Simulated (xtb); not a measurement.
H9Si5 (SMILES [SiH]1[SiH2][SiH2][SiH2][SiH2]1), doublet, from a rough starting geometry; xtb 6.7.1 with GFN2-xTB.

Here is a job for xtb.
```
$ xtb mol.xyz --gfn 2 --uhf 1 --opt vtight --json

# file mol.xyz
14

Si     0.21065932     2.12329555     0.07821235
Si     1.93774885     0.70242133     0.37281270
Si     0.91306308    -1.44571142     0.36135504
Si    -1.24864533    -1.24247831    -0.34893642
Si    -1.70062771     1.07773863    -0.66065556
H     -0.09538341     2.91722285     1.31506572
H      2.87057677     0.84688516     1.54294754
H      2.85426633     0.79754884    -0.80879372
H      1.76715887    -2.44000788    -0.46586820
H      1.08440063    -2.02543546     1.71624882
H     -1.45614432    -2.00142278    -1.58672906
H     -2.13554786    -1.90350525     0.57756826
H     -1.90202579     1.30411272    -2.08600863
H     -2.95365027     1.37614291    -0.03057976
```

Write the output that xtb gives for this input, abridged.


```
   ID    Z sym.   atoms
    1   14 Si     1-5
    2    1 H      6-14

           -------------------------------------------------
          |                Calculation Setup                |
           -------------------------------------------------

           -------------------------------------------------
          |                 G F N 2 - x T B                 |
           -------------------------------------------------

          ...................................................
          :                      SETUP                      :
          :.................................................:
          :  # basis functions                  59          :
          :  # atomic orbitals                  54          :
          :  # shells                           24          :
          :  # electrons                        29          :
          :  max. iterations                   250          :
          :  Hamiltonian                  GFN2-xTB          :
          :  restarted?                      false          :
          :  GBSA solvation                  false          :
          :  PC potential                    false          :
          :  electronic temp.          300.0000000     K    :
          :  accuracy                    1.0000000          :
          :  -> integral cutoff          0.2500000E+02      :
          :  -> integral neglect         0.1000000E-07      :
          :  -> SCF convergence          0.1000000E-05 Eh   :
          :  -> wf. convergence          0.1000000E-03 e    :
          :  Broyden damping             0.4000000          :
          :  net charge                          0          :
          :  unpaired electrons                  1          :
          ...................................................

 iter      E             dE          RMSdq      gap      omega  full diag
   1    -13.0997138 -0.130997E+02  0.504E+00    2.22       0.0  T
   2    -13.2127882 -0.113074E+00  0.322E+00    1.59       1.0  T
   3    -13.2182533 -0.546511E-02  0.192E+00    1.99       1.0  T
   4    -13.2184038 -0.150549E-03  0.136E+00    1.66       1.0  T
   5    -13.2216524 -0.324851E-02  0.380E-01    1.78       1.0  T
   6    -13.2216682 -0.158845E-04  0.241E-01    1.78       1.0  T
   7    -13.2217203 -0.520838E-04  0.119E-01    1.79       1.0  T
   8    -13.2217377 -0.173996E-04  0.568E-02    1.80       1.0  T
   9    -13.2217396 -0.187326E-05  0.346E-02    1.80       1.0  T
  10    -13.2217404 -0.782276E-06  0.229E-02    1.80       1.2  T
  11    -13.2217409 -0.484082E-06  0.864E-03    1.80       3.1  T
  12    -13.2217410 -0.188848E-06  0.369E-03    1.80       7.2  T
  13    -13.2217411 -0.744344E-08  0.215E-03    1.80      12.4  T
  14    -13.2217411 -0.281865E-08  0.140E-03    1.80      19.1  T
  15    -13.2217411 -0.671184E-09  0.807E-04    1.80      33.1  T
  16    -13.2217411 -0.520062E-09  0.359E-04    1.80      74.4  T

   *** convergence criteria satisfied after 16 iterations ***

         :::::::::::::::::::::::::::::::::::::::::::::::::::::
         ::                     SUMMARY                     ::
         :::::::::::::::::::::::::::::::::::::::::::::::::::::
         :: total energy             -13.111713613186 Eh    ::
         :: gradient norm              0.056808520035 Eh/a0 ::
         :: HOMO-LUMO gap              1.800568856517 eV    ::
         ::.................................................::
         :: SCC energy               -13.221691475065 Eh    ::
         :: -> isotropic ES            0.025511142377 Eh    ::
         :: -> anisotropic ES         -0.002579598755 Eh    ::
         :: -> anisotropic XC          0.008038443728 Eh    ::
         :: -> dispersion             -0.014864705832 Eh    ::
         :: repulsion energy           0.109977861879 Eh    ::
         :: add. restraining           0.000000000000 Eh    ::
         :: total charge               0.000000000000 e     ::
[...]
 * total energy  :   -13.1182093 Eh     change       -0.2928540E-06 Eh
 * total energy  :   -13.1182095 Eh     change       -0.2582946E-06 Eh
 * total energy  :   -13.1182098 Eh     change       -0.2273149E-06 Eh
 * total energy  :   -13.1182100 Eh     change       -0.2009555E-06 Eh
 * total energy  :   -13.1182101 Eh     change       -0.1817424E-06 Eh
 * total energy  :   -13.1182103 Eh     change       -0.1222994E-06 Eh
 * total energy  :   -13.1182104 Eh     change       -0.1180863E-06 Eh
 * total energy  :   -13.1182105 Eh     change       -0.1222356E-06 Eh
 * total energy  :   -13.1182106 Eh     change       -0.1192754E-06 Eh
 * total energy  :   -13.1182107 Eh     change       -0.1173172E-06 Eh
 * total energy  :   -13.1182108 Eh     change       -0.1081964E-06 Eh
 * total energy  :   -13.1182109 Eh     change       -0.9790577E-07 Eh
   *** GEOMETRY OPTIMIZATION CONVERGED AFTER 100 ITERATIONS ***
         :: total energy             -13.118210947449 Eh    ::
[...]
        22                         -0.1744301              -4.7465
        23                         -0.1622102              -4.4140
        24                         -0.1504855              -4.0949
        25                         -0.1375043              -3.7417
        26                         -0.1271615              -3.4602
       ...                                ...                  ...
        54                          1.0851113              29.5274
      -------------------------------------------------------------
                  HL-Gap            0.0701089 Eh            1.9078 eV
             Fermi-level           -0.2813269 Eh           -7.6553 eV

     #   Z          covCN         q      C6AA      α(0)
     1  14 Si       2.799     0.186   188.751    30.161
     2  14 Si       3.708     0.262   103.208    19.454
     3  14 Si       3.706     0.262   103.220    19.456
     4  14 Si       3.706     0.262   103.220    19.456
     5  14 Si       3.708     0.262   103.208    19.454
     6   1 H        0.915    -0.112     5.995     3.830
     7   1 H        0.916    -0.134     6.930     4.118
     8   1 H        0.916    -0.140     7.178     4.191
     9   1 H        0.917    -0.146     7.471     4.275
    10   1 H        0.917    -0.142     7.286     4.222
    11   1 H        0.917    -0.146     7.472     4.275
    12   1 H        0.917    -0.142     7.285     4.222
    13   1 H        0.916    -0.140     7.178     4.190
    14   1 H        0.916    -0.134     6.931     4.118

 Mol. C6AA /au·bohr⁶  :       6060.064756
 Mol. C8AA /au·bohr⁸  :     292576.296983
 Mol. α(0) /au        :        145.420610

Wiberg/Mayer (AO) data.
largest (>0.10) Wiberg bond orders for each atom

 ---------------------------------------------------------------------------
     #   Z sym  total        # sym  WBO       # sym  WBO       # sym  WBO
 ---------------------------------------------------------------------------
     1  14 Si   3.097 --     5 Si   0.981     2 Si   0.981     6 H    0.893
     2  14 Si   3.801 --     1 Si   0.981     8 H    0.890     7 H    0.888
                             3 Si   0.829
     3  14 Si   3.698 --     9 H    0.897    10 H    0.896     4 Si   0.863
                             2 Si   0.829
     4  14 Si   3.698 --    11 H    0.897    12 H    0.896     3 Si   0.863
                             5 Si   0.829
     5  14 Si   3.801 --     1 Si   0.981    13 H    0.890    14 H    0.888
                             4 Si   0.829
     6   1 H    0.986 --     1 Si   0.893
     7   1 H    0.981 --     2 Si   0.888
     8   1 H    0.980 --     2 Si   0.890
     9   1 H    0.978 --     3 Si   0.897
    10   1 H    0.979 --     3 Si   0.896
    11   1 H    0.978 --     4 Si   0.897
    12   1 H    0.979 --     4 Si   0.896
    13   1 H    0.980 --     5 Si   0.890
    14   1 H    0.981 --     5 Si   0.888
 ---------------------------------------------------------------------------

Topologies differ in total number of bonds
Writing topology from bond orders to xtbtopo.mol

molecular dipole:
                 x           y           z       tot (Debye)
 q only:        0.109       0.680      -0.108
   full:       -0.026       0.024       0.096       0.260
molecular quadrupole (traceless):
                xx          xy          yy          xz          yz          zz
 q only:       -4.074       1.136       0.690      -2.666      -1.596       3.385
  q+dip:       -2.139       0.029      -2.155      -2.070       0.137       4.294
   full:       -3.121       0.092      -1.776      -2.542       0.500       4.897

optimized geometry written to: xtbopt.xyz

           -------------------------------------------------
          | TOTAL ENERGY              -13.118210947449 Eh   |
          | GRADIENT NORM               0.000031255936 Eh/α |
          | HOMO-LUMO GAP               1.907760978874 eV   |
           -------------------------------------------------

normal termination of xtb
```
